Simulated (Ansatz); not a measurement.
Ansatz (a program for electronic structure) input (revPBE/def2-TZVPD):

Ansatz 0.2 input:
```yaml
crystal:
  periodic: [false, false, false]
  atoms:
    - {symbol: B, position_ang: [-0.02219772, 0.00787577, -0.00697393]}
    - {symbol: F, position_ang: [0.37424511, -1.20144413, -0.35675152]}
    - {symbol: F, position_ang: [0.75011071, 0.80252183, 0.70999415]}
    - {symbol: O, position_ang: [-1.25102673, 0.44386524, -0.39303925]}
basis:
  gaussian:
    orbitals: def2-TZVPD
hamiltonian:
  xc: {name: revPBE}
magnetization: {spin_polarized: true, initial_magnetization: 1}
output: {forces: true}
```

Output:

```
Functional definition: revPBE
integrals: 0.05 GiB planned
743 factors; their error is unknown
mean field: 0.60 GiB planned
mean field evaluation 1: about -8156.7377 eV, gradient 3.3e1 eV
mean field evaluation 2: about -8150.0526 eV, gradient 5.5e1 eV
mean field evaluation 4: about -8160.0045 eV, gradient 5.1e0 eV
mean field evaluation 8: about -8160.0857 eV, gradient 2.2e-2 eV
mean field evaluation 16: about -8160.0823 eV, gradient 1.3e-5 eV
mean field evaluation 32: about -8160.0042 eV, gradient 5.2e0 eV
mean field -8160.08231074 eV, -299.8774938171 hartree, gradient 1.3e-5 eV, S^2 0.752778; 4 other end points of the search recorded, 0 dependent functions left out
the calculation of the forces begins
reference -8160.08238115 eV, -299.8774964047 hartree; 16, 15 occupied and 141, 142 virtual orbitals, 743 factors
Total energy: -8160.08238115 eV, -299.8774964047 hartree
Atom 0 at    -0.022198     0.007876    -0.006974 Å, force    -0.375694     0.133297    -0.118033 eV/Å
Atom 1 at     0.374245    -1.201444    -0.356752 Å, force     0.247157    -0.782683    -0.230824 eV/Å
Atom 2 at     0.750111     0.802522     0.709994 Å, force     0.491597     0.520572     0.462921 eV/Å
Atom 3 at    -1.251027     0.443865    -0.393039 Å, force    -0.363060     0.128814    -0.114064 eV/Å
Dipole moment:     0.049059    -0.017406     0.015413 e Å
```

It need not be the lowest isomer of its formula.
